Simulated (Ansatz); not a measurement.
# Worked example: C4H8O2S → C3H4O2S + CH4

Species: C4H8O2S (allyl methyl sulfone) `C=CCS(C)(=O)=O`, singlet; C3H4O2S `C#CS(C)(=O)=O`, singlet; CH4 (methane) `C`, singlet. 

Shapes, held fixed at every level: PBE0-D4/def2-TZVP. Flexible molecules stand in one conformer, not always the lowest. Programs: Ansatz 0.2.0. The zero-point and thermal change to 298 K, harmonic and unscaled (PBE0-D4/def2-TZVP), is -13.6 kJ/mol.

At CCSD(T)/CBS estimate; 1 Eh = 2625.50 kJ/mol:

| species | energy (Eh) |
| --- | --- |
| C4H8O2S | -705.112362 |
| C3H4O2S | -664.578783 |
| CH4 | -40.462061 |

**Question.** Work out ΔH(298 K) of the reaction at this level.

**Answer.** 
1. Products less reactants: (-664.578783) + (-40.462061) − [(-705.112362)] = 0.071518 Eh = +187.8 kJ/mol.
2. With the thermal change: +187.8 + (-13.6) = +174.2 kJ/mol.

Other levels give +171.6 (CCSD(T)/def2-TZVPP) to +196.9 kJ/mol (PBE0-D4/def2-TZVPP). No measured value is set beside it here. The CBS estimate extrapolates MP2 from def2-TZVPP and def2-QZVPP and adds CCSD(T) − MP2 in the triple-zeta set, cores frozen.
